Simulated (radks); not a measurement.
Excited configurations of La+: one electron is placed in a higher orbital outside [Xe] 5d1. The ground configuration is [Xe] 5d2. Calculated with a radial shooting solver on a logarithmic mesh with Libxc functionals: scalar-relativistic Kohn-Sham, r2SCAN, spin-polarised, spherical densities, finite nucleus; open shells are filled with parallel spins first (spin-orbit coupling, left out, can overturn this in heavy ions); meta-GGA in the generalised Kohn-Sham scheme; Fermi nuclear charge, rms radius 4.855 fm. Excitation = E - E(ground); binding = E(ion) - E, where the ion is the core of charge +2; n* = 2/sqrt(2 binding) in atomic units, and the quantum defect is n - n*.

| outer orbital | excitation (eV) | binding (eV) | quantum defect | <r> (bohr) |
|---|---|---|---|---|
| 4f | 1.475 | 9.555 | 1.613 | 1.528 |
| 5f | 7.520 | 3.510 | 1.062 | 8.557 |
| 6p | 3.106 | 7.924 | 3.379 | 5.001 |
| 7s | 5.835 | 5.195 | 3.763 | 8.182 |
| 7p | 6.866 | 4.164 | 3.385 | 9.790 |
| 7d | 8.194 | 2.837 | 2.620 | 13.47 |

The Delta-SCF ionisation energy is 11.030 eV (NIST Atomic Spectra Database: 11.185 eV, measured). Self-interaction in the functional shifts the binding energies and quantum defects, so they are the method's values and not measured ones. Open shells are spherical and high-spin; term and fine-structure splittings are not resolved. Spin-orbit splitting is averaged out at the scalar-relativistic level.
